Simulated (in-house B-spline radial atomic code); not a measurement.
Values are calculated unless marked as measured or tabulated.
Two electrons in Ge: a spherical dot of radius 63.6 nm with hard walls with an ionised donor at its centre

For Ge the NSM archive of the Ioffe Institute lists m_l = 1.6 m0, m_t = 0.08 m0 and ε = 16.2; the model takes one isotropic valley with the conductivity mass 3/(1/m_l + 2/m_t) = 0.117 m0, and so misses anisotropy and the other valleys. All triplets below are those of one valley; with several valleys two electrons can form a triplet in the 1s orbital itself, at an energy set by the valley splitting. Real donors also feel a central-cell potential, which shifts the ground state.

Effective-mass model with parabolic bands, a uniform dielectric constant, no image charges, no central-cell or spin-orbit terms. Two-electron levels come from full CI in B-splines with partial waves to l = 5 (up to 0.001 effective hartree above the limit).

Q: What are the effective units, and what is the potential in them?

A: Ha* = 27211.386 meV × 0.117/16.2² = 12.13 meV and a* = 0.0529177 nm × 16.2/0.117 = 7.327 nm. The radius is R = 8.68 a*, with −1/r added.

In these units the lowest s and p orbitals lie at -0.499992 and -0.111334, and their Coulomb and exchange integrals are J_ss = 0.625103, J_sp = 0.283396 and K_sp = 0.0241. Full CI gives -0.521450 for the ground singlet, -0.381640 for the sp triplet, -0.365679 for the sp singlet and -0.386346 for the lowest triplet of two s orbitals.

Q: What does it cost to add the second electron, to first order and exactly?

A: To first order E = 2ε_s + J_ss = -0.374882, so the charging energy E(2) − 2E(1) is J_ss = 7.583 meV. CI gives -0.521450 − 2 × (-0.499992) = 0.478535, or 5.805 meV: relaxation and correlation lower it by 1.778 meV, 23.4 % of J_ss. The s² configuration of one-electron orbitals holds 70.3 % of the state, and the mean radius is 17.1 nm.

Q: How far above the singlet do the triplets lie?

A: To first order the sp triplet lies at ε_s + ε_p + J_sp − K_sp = -0.352032, which is 0.2772 meV above 2ε_s + J_ss. CI gives -0.381640 − (-0.521450) = 0.139810, or 1.696 meV, 36 % of the orbital spacing of 4.715 meV. The ss triplet lies 1.639 meV up, so the lower of the two is the ss one, and its gap equals k_BT at 19 K. The sp singlet-triplet splitting is 0.1936 meV, against 2K_sp = 0.5848 meV.
